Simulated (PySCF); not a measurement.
Species: CdMe2, C₂H₆Cd (singlet state).
Bonds: Cd1–C2, Cd1–C6. Hydrogens: H3, H4, H5 on C2; H7, H8, H9 on C6.

Method: PBE0-D3(BJ)/def2-SVP geometry optimisation, gas phase, def2 core potentials past Kr (PySCF 2.14.0); density fitting, grid level 1; the optimiser is geomeTRIC in internal coordinates, started from a GFN2-xTB structure.

Step 0: E = -6731.0002 eV
```
atom  x, y, z in Å  |  force x, y, z in eV/Å
Cd1     0.0232    0.0179   -0.0001   -0.046  -0.034   0.005
C2     -0.0024   -0.0144    2.2126    0.013   0.017  -1.094
H3     -0.4380    0.9017    2.6128   -0.161   0.333   0.040
H4      1.0053   -0.1101    2.6177    0.375  -0.038   0.043
H5     -0.5929   -0.8555    2.5791   -0.203  -0.287   0.025
C6      0.0051    0.0167   -2.2124    0.012  -0.004   1.095
H7     -1.0183    0.0158   -2.5899   -0.364  -0.001  -0.033
H8      0.5081   -0.8675   -2.6054    0.183  -0.323  -0.039
H9      0.5097    0.8952   -2.6145    0.192   0.336  -0.043
```

**Question.** Estimate the geometry and energy of step 1. (The exact step hangs on the optimiser's Hessian estimate; all steps are aligned on step 0, rigid shifts and turns removed.)

**Answer.** E = -6731.1102 eV, largest force 0.069 eV/Å
```
atom  x, y, z in Å  |  force x, y, z in eV/Å
Cd1     0.0172    0.0133    0.0002   -0.021  -0.016  -0.001
C2     -0.0022   -0.0135    2.1029    0.013   0.011   0.015
H3     -0.4434    0.9163    2.4944    0.014  -0.032   0.057
H4      1.0212   -0.1102    2.4977   -0.036   0.002   0.056
H5     -0.5997   -0.8651    2.4640    0.018   0.027   0.061
C6      0.0048    0.0157   -2.1029    0.012   0.007  -0.015
H7     -1.0317    0.0155   -2.4746    0.034   0.001  -0.060
H8      0.5159   -0.8803   -2.4883   -0.017   0.030  -0.058
H9      0.5179    0.9083   -2.4934   -0.018  -0.030  -0.054
```

The energy changes by -0.1101 eV. The first-order estimate −F·Δx gives -0.2462 eV and the mean of the old and new forces, exact on a quadratic surface, -0.0996 eV. The step makes an angle of 65° with the force vector and moves no atom by more than 0.122 Å.

What follows is the cost of the whole optimisation. Hardware: Arm Neoverse V1, one thread, shared host with 64 logical CPUs at a one-minute load of 4.8. Cost: 15 s, 0.35 GiB resident at most.
